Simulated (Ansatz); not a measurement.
`[Cl][Ga]([Cl])[Br]` + CH₃SH → `C[S][Ga]([Cl])[Cl]` + HBr at 298.15 K and 1 bar (ligand exchange at a Ga–Br bond).

Gas-phase electronic energies from Ansatz, PBE0-D4/def2-TZVP geometries. CCSD(T)/CBS is the MP2 limit (def2-TZVPP, def2-QZVPP) plus CCSD(T) − MP2 in def2-TZVPP, frozen cores. This one scheme is used for every species. For Br, Ga outer-core shells are correlated without core-valence functions, which leaves a few kJ/mol of doubt a bond. Scalar relativity is left out up to krypton. One conformer a species, not always the lowest.

```
             species  CCSD(T)/CBS energy (Eh)  H − E (kJ/mol)  S (J/(mol·K))
`[Cl][Ga]([Cl])[Br]`              -5416.98025            27.2          346.5
               CH₃SH               -438.22835           133.0          253.2
`C[S][Ga]([Cl])[Cl]`              -3281.27922           133.8          394.1
                 HBr              -2573.91920            24.6          198.6
```

H − E and S are ideal-gas, rigid-rotor, harmonic terms from PBE0-D4/def2-TZVP, for one conformer and one mirror image of each species. 1 Eh = 2625.50 kJ/mol, R = 8.31446 J/(mol·K).

Question: By hand: ΔE, ΔH, ΔS and ΔG.

Answer: ΔE = (-3281.27922) + (-2573.91920) − (-5416.98025) − (-438.22835) = 0.01018 Eh = 26.7 kJ/mol. Δ(H − E) = 133.8 + 24.6 − 27.2 − 133.0 = -1.8, so ΔH = 24.9 kJ/mol. ΔS = 394.1 + 198.6 − 346.5 − 253.2 = -7.0 J/(mol·K). ΔG = 24.9 − 298.15 × (-7.0)/1000 = 27.0 kJ/mol.

Question: By hand: the equilibrium constant, and the temperature at which ΔG would vanish if ΔH and ΔS stayed fixed.

Answer: log₁₀ K = −ΔG/(RT ln 10) = -4.7. ΔH and −TΔS have one sign here, so there is no such temperature.

The number of gas molecules stays the same, so ΔS is small and ΔH decides. A doubt of 5 kJ/mol in ΔE shifts log₁₀ K by 0.9 here. Other conformers and mirror images would add mixing entropy, several J/(mol·K) or more a flexible species. Modes under 60 cm⁻¹, often nearly free rotors, make the harmonic entropy too high. These are equilibria of isolated gas molecules and say nothing of rates. Largest T1 diagnostic: 0.011 (customary marks: 0.02 for closed shells, 0.045 for open ones).

ΔS is within the doubt of such terms, so its sign, and with it that verdict, could turn.
